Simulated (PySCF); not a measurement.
CH3ClFNSi2, SMILES F[Si@]1(Cl)N=C[SiH2]1.

Geometry optimised at B3LYP-D3(BJ)/def2-SVP. The structure was generated by enumeration; whether it is a known compound was not checked.

Two levels are set side by side: TDA-PBE/def2-SVPD (PySCF) and TDA-PBE0/def2-SVPD (PySCF). Vertical, same geometry. The lowest singlet is HOMO→LUMO 98 % with PBE and HOMO→LUMO 99 % with the other functional; states are paired by order. Differences are taken from unrounded values.

```tsv
quantity	TDA-PBE
lowest singlet excitation (eV)	3.51
lowest triplet excitation (TDA) (eV)	2.80
```

### Question
These are the TDA-PBE values. What does TDA-PBE0 give? (The exact figures need the calculation; the answer reports its results.)

### Answer

```
quantity                              TDA-PBE0  TDA-PBE minus TDA-PBE0
------------------------------------  --------  ----------------------
lowest singlet excitation (eV)            3.72                   -0.21
lowest triplet excitation (TDA) (eV)      2.92                   -0.12
```

Functionals without exact exchange tend to place singlet excitations lower, as here. Differences between two approximate levels are no errors against the true value.

Rough cost on one machine, each run with all the roots and properties that it gave: TDA-PBE0 against TDA-PBE about 3 times.
